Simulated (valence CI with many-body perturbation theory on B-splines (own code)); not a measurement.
# E1 line list for Pr XXVII

Method: relativistic CI+MBPT: five valence electrons over a frozen Dirac-Fock core [Ar] 3d10, a basis of 11 s, 11 p, 10 d, 8 f, 5 g, 2 h functions for each j, with the one-electron correlation potential Σ1, the two-electron term Σ2, the three-electron term Σ3, Breit, model QED; selected CI, second order for the rest, scaled by the run's own slope (own B-spline code, finite nucleus).

The last digits are not significant, and no measured levels were compared; by estimate large intervals hold to a few tenths of a per cent, small ones and those within an open d or f shell to about a per cent. Among the levels kept, up to 2000 cm⁻¹ of a level comes from second order outside the variational space, and about a tenth of that is noise between levels of different J, which matters for small intervals.

Lines 151 to 200 of 549 in falling wavelength, among levels below 2262000 cm⁻¹, chosen from the strongest by gf and those to the six lowest levels. Wavelengths and rates use the calculated energies. Electric multipoles are in the length gauge, E1 and E2 with the static RPA response of the core. Weak lines are less certain than strong ones. Lines between different terms over intervals too small for the method are left out, as are lines whose strength nearly cancels. Where a level lies close to another of its J and parity, the split of strength between their lines is uncertain. The highest levels of a list are the least certain.

Levels are named by their leading jj configuration (3d3/2^4 stands for four electrons in 3d with j = 3/2), which in mixed levels can hold well under half, so a name can repeat and another be missing. Letters in brackets count levels of one name in rising energy.

```
λ vac (nm)                               Upper                               Lower   A (s⁻¹)  S (a.u.) with core polarisation  S without
     11.47          (4s^2 4p3/2 4d5/2^2) J=9/2          (4s^2 4p3/2^2 4d3/2) J=7/2  2.22e+10                         1.65e-01   1.78e-01
     11.40  (4s^2 4p1/2 4p3/2 4d5/2) J=5/2 [a]          (4s^2 4p1/2 4p3/2^2) J=5/2  1.28e+10                         5.61e-02   5.99e-02
     11.38  (4s^2 4p1/2 4p3/2 4d3/2) J=1/2 [b]          (4s^2 4p1/2 4p3/2^2) J=1/2  7.84e+08                         1.14e-03   1.22e-03
     11.38  (4s 4p1/2 4p3/2^2 4d3/2) J=5/2 [c]            (4s 4p1/2 4p3/2^3) J=3/2  1.46e+10                         6.38e-02   6.83e-02
     11.37  (4s 4p1/2 4p3/2^2 4d5/2) J=5/2 [d]  (4s^2 4p1/2 4p3/2 4d3/2) J=3/2 [a]  1.89e+10                         8.26e-02   8.86e-02
     11.36  (4s^2 4p1/2 4d3/2 4d5/2) J=7/2 [a]  (4s^2 4p1/2 4p3/2 4d5/2) J=7/2 [a]  1.23e+10                         7.13e-02   7.63e-02
     11.33  (4s 4p1/2 4p3/2^2 4d5/2) J=3/2 [e]  (4s^2 4p1/2 4p3/2 4d3/2) J=3/2 [b]  3.31e+10                         9.50e-02   1.02e-01
     11.33  (4s^2 4p1/2 4p3/2 4d3/2) J=3/2 [c]          (4s^2 4p1/2 4p3/2^2) J=1/2  1.08e+09                         3.09e-03   3.34e-03
     11.29  (4s^2 4p1/2 4p3/2 4d5/2) J=3/2 [a]          (4s^2 4p1/2 4p3/2^2) J=5/2  2.50e+10                         7.11e-02   7.65e-02
     11.28  (4s 4p1/2 4p3/2^2 4d5/2) J=5/2 [f]  (4s^2 4p1/2 4p3/2 4d3/2) J=5/2 [a]  1.93e+10                         8.19e-02   8.78e-02
     11.28  (4s 4p1/2^2 4p3/2 4d5/2) J=5/2 [a]          (4s 4p1/2^2 4p3/2^2) J=5/2  4.00e+10                         1.70e-01   1.81e-01
     11.23  (4s^2 4p1/2 4p3/2 4f5/2) J=5/2 [b]  (4s^2 4p1/2 4p3/2 4d5/2) J=5/2 [b]  2.12e+10                         8.89e-02   9.48e-02
     11.22        (4s 4p3/2^3 4d3/2) J=5/2 [a]  (4s^2 4p1/2 4p3/2 4d5/2) J=7/2 [b]  4.75e+10                         1.99e-01   2.13e-01
     11.22  (4s 4p1/2 4p3/2^2 4d3/2) J=1/2 [e]  (4s^2 4p1/2 4p3/2 4d3/2) J=3/2 [c]  7.35e+10                         1.02e-01   1.10e-01
     11.18  (4s^2 4p3/2 4d3/2 4d5/2) J=5/2 [b]          (4s^2 4p3/2^2 4d3/2) J=5/2  1.83e+10                         7.56e-02   8.09e-02
     11.17  (4s^2 4p1/2 4d3/2 4d5/2) J=7/2 [b]  (4s^2 4p1/2 4p3/2 4d3/2) J=5/2 [b]  1.74e+10                         9.60e-02   1.03e-01
     11.14  (4s 4p1/2 4p3/2^2 4d5/2) J=3/2 [d]  (4s^2 4p1/2 4p3/2 4d3/2) J=5/2 [a]  3.08e+10                         8.40e-02   9.01e-02
     11.14      (4s^2 4p3/2 4d5/2^2) J=7/2 [b]          (4s^2 4p3/2^2 4d3/2) J=7/2  4.43e+10                         2.42e-01   2.59e-01
     11.13            (4s 4p1/2 4p3/2^3) J=3/2          (4s^2 4p1/2^2 4p3/2) J=3/2  1.37e+10                         3.74e-02   4.01e-02
     11.13  (4s^2 4p1/2 4d3/2 4d5/2) J=7/2 [a]      (4s^2 4p1/2 4p3/2 4d3/2) J=7/2  1.65e+10                         8.96e-02   9.54e-02
     11.11          (4s^2 4p1/2^2 4d5/2) J=5/2          (4s^2 4p1/2^2 4p3/2) J=3/2  6.97e+10                         2.83e-01   3.02e-01
     11.11  (4s^2 4p3/2 4d3/2 4d5/2) J=5/2 [b]      (4s^2 4p3/2^2 4d3/2) J=3/2 [a]  1.78e+10                         7.22e-02   7.70e-02
     11.10  (4s 4p1/2 4p3/2^2 4d5/2) J=3/2 [c]            (4s 4p1/2 4p3/2^3) J=1/2  2.73e+10                         7.36e-02   7.88e-02
     11.08  (4s 4p1/2 4p3/2^2 4d5/2) J=1/2 [a]            (4s 4p1/2 4p3/2^3) J=3/2  6.68e+10                         8.96e-02   9.57e-02
     11.08        (4s 4p3/2^3 4d3/2) J=5/2 [b]  (4s^2 4p1/2 4p3/2 4d5/2) J=7/2 [b]  4.48e+10                         1.80e-01   1.93e-01
     11.06  (4s^2 4p1/2 4p3/2 4f7/2) J=9/2 [a]  (4s^2 4p1/2 4p3/2 4d5/2) J=7/2 [b]  1.44e+10                         9.61e-02   1.02e-01
     11.05  (4s^2 4p3/2 4d3/2 4d5/2) J=1/2 [a]      (4s^2 4p3/2^2 4d3/2) J=3/2 [a]  7.06e+10                         9.39e-02   1.01e-01
     11.03        (4s 4p3/2^3 4d3/2) J=5/2 [a]  (4s^2 4p1/2 4p3/2 4d3/2) J=5/2 [b]  2.50e+10                         9.94e-02   1.06e-01
     11.02  (4s^2 4p1/2 4p3/2 4d5/2) J=5/2 [a]          (4s^2 4p1/2 4p3/2^2) J=3/2  4.58e+10                         1.82e-01   1.94e-01
     11.02  (4s 4p1/2 4p3/2^2 4d5/2) J=5/2 [h]  (4s^2 4p1/2 4p3/2 4d3/2) J=3/2 [b]  3.13e+10                         1.24e-01   1.33e-01
     11.01  (4s 4p1/2^2 4p3/2 4d3/2) J=5/2 [b]          (4s 4p1/2^2 4p3/2^2) J=5/2  3.71e+08                         1.47e-03   1.56e-03
     10.98  (4s 4p1/2 4p3/2^2 4d3/2) J=5/2 [a]          (4s 4p1/2^2 4p3/2^2) J=3/2  2.41e+10                         9.48e-02   1.01e-01
     10.98          (4s^2 4p1/2 4d5/2^2) J=9/2      (4s^2 4p1/2 4p3/2 4d5/2) J=9/2  1.59e+10                         1.04e-01   1.10e-01
     10.97  (4s 4p1/2 4p3/2^2 4d5/2) J=5/2 [g]      (4s^2 4p1/2 4p3/2 4d3/2) J=7/2  3.39e+10                         1.32e-01   1.42e-01
     10.96  (4s^2 4p1/2 4p3/2 4d3/2) J=5/2 [b]          (4s^2 4p1/2 4p3/2^2) J=5/2  8.75e+10                         3.41e-01   3.65e-01
     10.96  (4s^2 4p1/2 4d3/2 4d5/2) J=3/2 [c]  (4s^2 4p1/2 4p3/2 4d3/2) J=3/2 [c]  3.29e+10                         8.54e-02   9.11e-02
     10.94      (4s 4p1/2^2 4p3/2 4d5/2) J=3/2          (4s 4p1/2^2 4p3/2^2) J=1/2  5.90e+10                         1.52e-01   1.62e-01
     10.94  (4s 4p1/2 4p3/2^2 4d5/2) J=3/2 [b]            (4s 4p1/2 4p3/2^3) J=5/2  1.26e+11                         3.26e-01   3.49e-01
     10.93      (4s^2 4p3/2 4d5/2^2) J=7/2 [a]          (4s^2 4p3/2^2 4d5/2) J=9/2  1.43e+11                         7.39e-01   7.91e-01
     10.93  (4s^2 4p1/2 4p3/2 4f5/2) J=5/2 [a]  (4s^2 4p1/2 4p3/2 4d3/2) J=3/2 [c]  1.75e+10                         6.76e-02   7.19e-02
     10.92          (4s^2 4p1/2 4d5/2^2) J=7/2      (4s^2 4p1/2 4p3/2 4d5/2) J=9/2  2.43e+10                         1.25e-01   1.34e-01
     10.92  (4s^2 4p1/2 4p3/2 4d5/2) J=3/2 [a]          (4s^2 4p1/2 4p3/2^2) J=3/2  6.84e+10                         1.76e-01   1.88e-01
     10.91            (4s 4p3/2^3 4d5/2) J=5/2  (4s^2 4p1/2 4p3/2 4d5/2) J=5/2 [a]  2.45e+10                         9.42e-02   1.01e-01
     10.91  (4s^2 4p1/2 4d3/2 4d5/2) J=3/2 [c]  (4s^2 4p1/2 4p3/2 4d3/2) J=1/2 [b]  5.09e+10                         1.30e-01   1.39e-01
     10.90  (4s^2 4p1/2 4p3/2 4f7/2) J=5/2 [a]  (4s^2 4p1/2 4p3/2 4d5/2) J=5/2 [b]  3.85e+10                         1.48e-01   1.58e-01
     10.89        (4s 4p3/2^3 4d3/2) J=5/2 [b]  (4s^2 4p1/2 4p3/2 4d3/2) J=5/2 [b]  2.43e+10                         9.30e-02   9.92e-02
     10.88      (4s^2 4p1/2 4d3/2 4d5/2) J=9/2      (4s^2 4p1/2 4p3/2 4d3/2) J=7/2  3.10e+10                         1.97e-01   2.12e-01
     10.86        (4s 4p3/2^3 4d3/2) J=3/2 [a]  (4s^2 4p1/2 4p3/2 4d5/2) J=3/2 [a]  2.72e+10                         6.88e-02   7.34e-02
     10.86      (4s^2 4p3/2^2 4d3/2) J=3/2 [b]                (4s^2 4p3/2^3) J=3/2  3.67e+10                         9.28e-02   9.93e-02
     10.85  (4s^2 4p1/2 4p3/2 4d3/2) J=3/2 [c]          (4s^2 4p1/2 4p3/2^2) J=5/2  1.07e+11                         2.69e-01   2.88e-01
```
